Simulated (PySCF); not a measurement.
Cartesian coordinates in Å; atom numbers follow the order of the lines, from 1:
```xyz
13

C    -0.227    1.910   -0.174
C     0.508    0.904    0.278
F     1.727    1.181    0.806
C     0.155   -0.518    0.322
C     0.700   -1.331    1.234
C    -0.777   -1.063   -0.683
N    -1.055   -0.630   -1.829
H     0.141    2.920   -0.133
H    -1.215    1.752   -0.563
H     1.420   -0.977    1.953
H     0.448   -2.377    1.271
H    -1.248   -2.001   -0.401
H    -0.583    0.232   -2.099
```

PySCF 2.14 calculation with PBE0/pcSseg-1 with gauge-including orbitals and GFN2-xTB structure; one computed conformer, no solvent model, no relativistic terms.

Scale: 13C vs TMS (reference shieldings calculated alike).

**Question.** Do the 13C shifts follow the atomic charges (in e)? Tabulate both.

**Answer.** 
```csv
atoms,hybridisation,δ (ppm),σ para (ppm),Hirshfeld,IAO,Mulliken,ESP-fitted
C6,–,170.4,-232,+0.05,+0.04,+0.13,+0.43
C2,–,170.2,-232,+0.09,+0.29,+0.29,+0.48
C4,–,145.0,-223,-0.02,-0.06,-0.42,-0.17
C5,–,131.2,-196,-0.07,-0.27,-0.01,-0.39
C1,–,101.7,-174,-0.12,-0.37,-0.20,-0.78
```

Correlation coefficients of δ with charge over these carbons: Hirshfeld +0.97, IAO +0.91, Mulliken +0.59, ESP-fitted +0.99; with the paramagnetic shielding -0.97. With so few points these coefficients are fragile. Charge is one influence among several: hybridisation and low-lying excitations act through the paramagnetic term.

Shifts are as computed. Against solution values, carbons near 30 ppm lie about +3 ppm off and those near 130 ppm about +5 ppm. Of 1211 compounds with measured shifts, 218 miss one by over three times the rms of a fit or turn the order of signals round; such compounds aren't used in these exercises.
